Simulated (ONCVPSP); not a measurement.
titanium (Ti) ONCV: all-electron and pseudo phase curves

titanium (Ti), optimised norm-conserving Vanderbilt (ONCV), made with ONCVPSP 4.0.1 (PBE, scalar-relativistic). Core [Ne], reference 3s2 3p6 3d2 4s2. Waves: 3s+4s: rc 1.40 bohr, ncon 3, nbas 7, qcut 8.5 1/bohr, 2 projectors; 3p: rc 1.60 bohr, ncon 4, nbas 9, qcut 8.1 1/bohr, 2 projectors, debl 2.9 Ha; 3d: rc 2.25 bohr, ncon 3, nbas 8, qcut 7.6 1/bohr, 3 projectors, debl 3.5 Ha. Local part: polynomial inside 1.10 bohr (lpopt 5, dvloc0 0 Ha). Core correction: Teter function, fcfact 3, rcfact 1.7.

The phase is arctan(r·R′/R) of the radial function R(r), unwrapped; energies in Ha, scanned from -4 to 5 Ha. A pole is an energy at which the radial function vanishes at the test radius. The pseudo phase is shifted by a multiple of π to meet the all-electron one at the reference energy, and phase errors are pseudo minus all-electron; the curves can meet again beyond the range given. Levels narrower than the energy grid can be missing from the lists of poles.

```
channel  radius (bohr)  reference energy (Ha)  poles, all-electron  poles, pseudo  unbroken range about the reference energy with phases within 0.05 rad  phase error 1 Ha above the reference energy (rad)
      s           1.42                  -0.16                -1.23          -1.23                                                        the whole range                                             -0.000
      p           1.62                  -1.43                -0.79          -0.79                                                        the whole range                                             -0.000
      d           2.28                  -0.16           0.08, 3.21     0.08, 3.21                                                        the whole range                                             +0.017
```

Phases in the d channel:

| E (Ha) | all-electron | pseudo |
| --- | --- | --- |
| -3.98 | 1.387 | 1.387 |
| -3.50 | 1.373 | 1.373 |
| -3.02 | 1.354 | 1.354 |
| -2.54 | 1.330 | 1.330 |
| -2.06 | 1.295 | 1.295 |
| -1.58 | 1.241 | 1.241 |
| -1.10 | 1.136 | 1.137 |
| -0.62 | 0.794 | 0.797 |
| -0.14 | -1.190 | -1.190 |
| 0.34 | -1.791 | -1.788 |
| 0.82 | -2.293 | -2.277 |
| 1.30 | -3.710 | -3.685 |
| 1.78 | -4.359 | -4.354 |
| 2.26 | -4.550 | -4.549 |
| 2.74 | -4.646 | -4.646 |
| 3.22 | -4.713 | -4.713 |
| 3.70 | -4.776 | -4.776 |
| 4.18 | -4.853 | -4.852 |
| 4.66 | -4.994 | -4.991 |
